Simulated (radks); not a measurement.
The numbers below are computed, except where a source is named.
Problem. Mean orbital radii <r> (bohr) of neutral thallium, [Hg] 6p1, of relativity; Dirac values are averaged over j with weights 2j + 1. Spin-unpolarised spherical Kohn-Sham, PBE, point nucleus unless stated (finite: rms radius 5.4759 fm), a radial shooting solver on a logarithmic mesh with Libxc functionals. A level marked "c x" has the speed of light scaled by that factor and shares open shells by 2j + 1; other Dirac levels either fill j = l - 1/2 first or share by 2j + 1.

| shell | non-rel. |
|---|---|
| 3s | 0.1980 |
| 3p | 0.1885 |
| 3d | 0.1644 |
| 4s | 0.4338 |
| 4p | 0.4369 |
| 4d | 0.4424 |
| 4f | 0.4573 |
| 5s | 0.9745 |
| 5p | 1.051 |
| 5d | 1.358 |
| 6s | 2.831 |
| 6p | 3.878 |

Give the values at the level "Dirac, c x 0.85".

Solution. 
shell  Dirac, c x 0.85  change of magnitude (%)
3s              0.1677                   -15.32
3p              0.1738                    -7.78
3d              0.1618                    -1.53
4s              0.3728                   -14.06
4p              0.4073                    -6.77
4d              0.4396                    -0.64
4f              0.4735                    +3.55
5s              0.8353                   -14.29
5p              0.9860                    -6.18
5d               1.411                    +3.90
6s               2.322                   -18.00
6p               3.833                    -1.17
